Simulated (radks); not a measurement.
Charge is removed step by step from the 6s level of Ir, starting from [Xe] 4f14 5d7 6s2. All-electron calculation, scalar-relativistic Kohn-Sham, PBE, spin-unpolarised, spherical densities, point nucleus. Program: a radial shooting solver on a logarithmic mesh with Libxc functionals.

| removed (e) | E - E(0) (eV) | eigenvalue (eV) | E minus straight line (eV) |
|---|---|---|---|
| 0 | 0.000 | -6.331 | 0.000 |
| 0.125 | 0.845 | -7.191 | -0.390 |
| 0.25 | 1.798 | -8.064 | -0.672 |
| 0.375 | 2.860 | -8.951 | -0.844 |
| 0.5 | 4.035 | -9.851 | -0.905 |
| 0.625 | 5.323 | -10.763 | -0.852 |
| 0.75 | 6.725 | -11.686 | -0.685 |
| 0.875 | 8.244 | -12.621 | -0.401 |
| 1 | 9.880 | -13.567 | 0.000 |

Removing the whole electron costs 9.880 eV by Delta-SCF, against 6.331 eV from minus the eigenvalue at the starting occupation. Slater's transition state (half an electron removed) gives 9.851 eV. Integrating minus the eigenvalue over the occupation (Janak's theorem) gives 9.883 eV. In this scalar-relativistic scheme the density is built from large components alone, so the theorem holds only approximately. The mean slope of the eigenvalue, de/dn, is 7.24 eV per electron. Ionisation energy of Ir in the NIST Atomic Spectra Database: 8.967 eV (measured).

Beside tabulated values, note that spin-unpolarised runs miss the spin-polarisation part of the exchange energy of open shells.
